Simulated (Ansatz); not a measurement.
Input (CCSDT(Q)/aug-cc-pVDZ; Ansatz, a first-principles code):

Ansatz 0.2 input:
```yaml
crystal:
  periodic: [false, false, false]
  atoms:
    - {symbol: B, position_ang: [-0.61023459, 0.62155734, -0.84996646]}
    - {symbol: H, position_ang: [-1.28320446, 0.12450814, -1.70045142]}
    - {symbol: O, position_ang: [-0.50845917, 1.97019328, -0.81488885]}
    - {symbol: H, position_ang: [0.04400229, 2.33116283, -0.11324201]}
    - {symbol: Se, position_ang: [0.24582496, -0.62720600, 0.37007754]}
basis:
  gaussian:
    orbitals: aug-cc-pVDZ
magnetization: {spin_polarized: true, initial_magnetization: 1}
correlation: {method: ccsdt_q, electrons: outside_noble_gas}
```

Output:

```
Functional definition: HF
integrals: 0.32 GiB planned
1682 factors; integrals over basis functions are off by at most 2.2e-7 eV
mean field: 0.66 GiB planned
mean field evaluation 1: about -68042.0958 eV, gradient 2.4e1 eV
mean field evaluation 2: about -68042.0964 eV, gradient 2.4e1 eV
mean field evaluation 4: about -68044.7340 eV, gradient 2.3e0 eV
mean field evaluation 8: about -68044.8122 eV, gradient 2.2e-1 eV
mean field evaluation 16: about -68043.8748 eV, gradient 1.5e1 eV
mean field evaluation 32: about -68044.4317 eV, gradient 5.3e-1 eV
mean field evaluation 64: about -68044.3982 eV, gradient 3.1e-3 eV
mean field evaluation 96: about -68044.3982 eV, gradient 6.4e-4 eV
mean field evaluation 128: about -68038.4830 eV, gradient 1.2e-1 eV
mean field evaluation 160: about -68044.6150 eV, gradient 3.6e0 eV
mean field evaluation 192: about -68044.3982 eV, gradient 1.6e-6 eV
mean field -68044.81546648 eV, -2500.6008459605 hartree, gradient 1.6e-6 eV, S^2 0.759958; 7 other end points of the search recorded, 0 dependent functions left out
determinant -68044.81546648 eV, -2500.6008459605 hartree, with singles and doubles -68055.95743594 eV, -2501.0103057859 hartree
determinant -68044.39817990 eV, -2500.5855109617 hartree, with singles and doubles -68055.52160145 eV, -2500.9942891640 hartree
determinant -68042.19906754 eV, -2500.5046950731 hartree, with singles and doubles -68053.58343404 eV, -2500.9230628253 hartree
determinant -68044.81546648 eV, -2500.6008459605 hartree, with singles and doubles -68055.96150817 eV, -2501.0104554378 hartree
determinant -68044.39817990 eV, -2500.5855109617 hartree, with singles and doubles -68055.52531773 eV, -2500.9944257348 hartree
16 core orbitals not correlated
reference -68044.81546648 eV, -2500.6008459605 hartree; 9, 8 occupied and 75, 76 virtual orbitals, 1682 factors
second order -10.37746291 eV of doubles, -0.00000000 eV of singles
coupled cluster: 6.91 GiB planned
cycle   1  -10.77603598 eV  change   -4.0e-1 eV  update   1.0e-1
cycle   2  -11.24645808 eV  change   -4.7e-1 eV  update   4.7e-2
cycle   3  -11.55387070 eV  change   -3.1e-1 eV  update   2.4e-2
cycle   4  -11.53799858 eV  change    1.6e-2 eV  update   8.8e-3
cycle   5  -11.51943563 eV  change    1.9e-2 eV  update   5.1e-3
cycle   6  -11.52400542 eV  change   -4.6e-3 eV  update   2.5e-3
cycle   7  -11.52663895 eV  change   -2.6e-3 eV  update   1.4e-3
cycle   8  -11.52615772 eV  change    4.8e-4 eV  update   8.1e-4
cycle   9  -11.52598891 eV  change    1.7e-4 eV  update   4.5e-4
cycle  10  -11.52656091 eV  change   -5.7e-4 eV  update   2.7e-4
cycle  11  -11.52597171 eV  change    5.9e-4 eV  update   1.6e-4
cycle  12  -11.52607221 eV  change   -1.0e-4 eV  update   9.8e-5
cycle  13  -11.52612736 eV  change   -5.5e-5 eV  update   6.5e-5
cycle  14  -11.52612437 eV  change    3.0e-6 eV  update   3.3e-5
cycle  15  -11.52614803 eV  change   -2.4e-5 eV  update   1.9e-5
cycle  16  -11.52616213 eV  change   -1.4e-5 eV  update   1.2e-5
cycle  17  -11.52615062 eV  change    1.2e-5 eV  update   7.1e-6
cycle  18  -11.52615106 eV  change   -4.4e-7 eV  update   4.1e-6
cycle  19  -11.52615313 eV  change   -2.1e-6 eV  update   2.3e-6
cycle  20  -11.52615297 eV  change    1.6e-7 eV  update   1.4e-6
perturbative correction -0.02612677 eV, -0.0009601410 hartree
Total energy: -68056.36774621 eV, -2501.0253844104 hartree
```
